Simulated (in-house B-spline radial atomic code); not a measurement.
The numbers below are computed, except where a source is named.
# Ga2+ at several levels of theory

Ground configuration [Ar] 3d10 4s1. All numbers come from a B-spline radial code for spherical atoms, all electrons, at the radial basis limit. Mean-field, RPA, GW and linear-response runs are scalar-relativistic (one-electron X2C), no spin-orbit coupling, without Breit or QED terms, open shells spin-polarised at highest spin; the many-body runs on Dirac-Hartree-Fock orbitals are four-component, and their energies hold both.

RPA overbinds a lone outer s electron by self-correlation, and G0W0 tends to as well.

**Ionisation energy.** The reference is 30.726 eV (NIST, measured).

```csv
method,value (eV),minus reference (eV)
minus the highest LDA VWN5 level,27.02,-3.71
"LDA VWN5, difference of total energies",31.92,+1.20
minus the highest PBE level,26.68,-4.04
"PBE, difference of total energies",31.60,+0.88
G0W0 on PBE,31.62,+0.90
exact exchange + RPA on PBE,31.37,+0.64
exact exchange + RPA + SOSEX on PBE,30.60,-0.13
minus the highest r2SCAN level,27.05,-3.68
"r2SCAN, difference of total energies",31.32,+0.59
minus the highest PBE0 level,27.60,-3.13
"PBE0, difference of total energies",31.20,+0.47
G0W0 on PBE0,31.45,+0.73
minus the highest B3LYP (VWN-RPA) level,27.63,-3.10
"B3LYP (VWN-RPA), difference of total energies",31.64,+0.92
minus the highest CAM-B3LYP level,29.22,-1.51
minus the highest LC-wPBE level,30.50,-0.23
minus the highest Hartree-Fock level,29.75,-0.98
"Hartree-Fock, difference of total energies",29.63,-1.09
G0W0 on Hartree-Fock,31.01,+0.28
"MP2, difference of total energies",30.83,+0.11
Brueckner orbital with screened correlation (4s1/2),30.62,-0.11
```

Question: Which methods come closest, and which lies farthest off?

Answer: Closest: MP2, difference of total energies (+0.11 eV) and Brueckner orbital with screened correlation (4s1/2) (-0.11 eV). Farthest: minus the highest PBE level (-4.04 eV). The PBE level misses by -4.0 eV while the PBE energy difference misses by +0.88 eV: the semilocal potential lacks the −1/r tail and the energy is convex in the electron number, but total energies at whole numbers are far better.

Run times on one thread of shared hosts: mean field, RPA, SOSEX and G0W0 on PBE, for the atom and its ion, 7.7 s (Arm Neoverse N1); Brueckner orbitals with all properties, 130 s (Arm Neoverse V1).
